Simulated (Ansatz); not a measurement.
Coupled-cluster diagnostics for SeCl2, Ansatz.

Geometry of the singlet (PBE0-D4/def2-TZVP):

```xyz
3

Se   -0.366    0.776    0.289
Cl    1.317   -0.305    1.069
Cl   -0.951   -0.471   -1.358
```

Correlated methods freeze 19 core orbitals; core or outer-core shells of Se are correlated, in sets that lack core-valence functions.

Question: Estimate the CCSD(T) correlation energy, the shares of MP2 and (T), T1 and the reference's ⟨S²⟩ for: charge 0, singlet, own geometry in def2-TZVPP; charge 0, singlet, own geometry in def2-TZVPD; charge 1, doublet, vertical in def2-TZVPP; charge -1, doublet, vertical in def2-TZVPD; and the rough time on 4 threads of Arm Neoverse V2 on a shared host.

Answer: 
```tsv
state	basis	correlation (eV)	MP2 share (%)	(T) share (%)	T1	⟨S²⟩ (pure)	wall time
charge 0, singlet, own geometry	def2-TZVPP	-19.199	91.1	4.2	0.010	0.00 (0.00)	4 s
charge 0, singlet, own geometry	def2-TZVPD	-19.188	90.9	4.3	0.010	0.00 (0.00)	6.5 s
charge 1, doublet, vertical	def2-TZVPP	-18.696	90.2	4.6	0.022	0.77 (0.75)	15 s
charge -1, doublet, vertical	def2-TZVPD	-19.751	91.6	4.4	0.013	0.77 (0.75)	26 s
```
Customary marks for T1 are 0.02 (closed shells), 0.045 (open shells) and about 0.05 (3d metals). T1 exceeds 0.02 in 1 of 4 rows and 0.045 in 0; the higher it lies, the less the single-reference result can be trusted.
